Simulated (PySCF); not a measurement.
**A search over the determinants of BrF⁺**

Unrestricted PBE0; PySCF, scalar-relativistic core potentials, basis sets Br aug-cc-pVDZ-PP with ECP10, F aug-cc-pVDZ. Outer shells of the fragments: Br+ 3d10 4s2 4p4; F 2s2 2p5.

Followed along the bond (rough minima from three points):

```tsv
2Ms+1	unpaired	⟨S²⟩ at the start	R at minimum (Å)	Te (eV)
2	π ↑	0.75	1.71	0.00
4	σ ↑, π ↑↑	3.76	none in the scan	≤ 1.80
```

Solutions found at the starting distance of 1.830 Å, counted from the lowest of them; the search is not exhaustive and high or unbound solutions are not listed, so other states can lie among these:

```tsv
2Ms+1	unpaired	term	E (eV)	⟨S²⟩	⟨Lz²⟩	μ (D)
2	π ↑	²Π	0.00	0.75	1.00	-1.84
4	σ ↑, π ↑↑	⁴Σ⁻	1.69	3.76	0.00	-1.72
2	σ ↑, π ↑↓	mixed	2.43	1.76	2.01	-1.61
2	σ ↓, π ↑↑	mixed	2.44	1.76	0.00	-1.66
2	σ ↑	mixed	3.56	0.75	2.00	-1.40
4	σ ↑, π ↑↑	mixed	4.30	3.75	2.01	1.03
```

A term symbol is given only where ⟨S²⟩ and ⟨Lz²⟩ are close to those of a pure state; real π, δ and φ orbitals otherwise mix terms. A positive dipole points towards F; it is taken about the centre of mass and depends on that origin.

Spin–orbit coupling is left out. Counting both spins, an empty level lies below a filled one in some of these solutions, because spin and occupation are held.
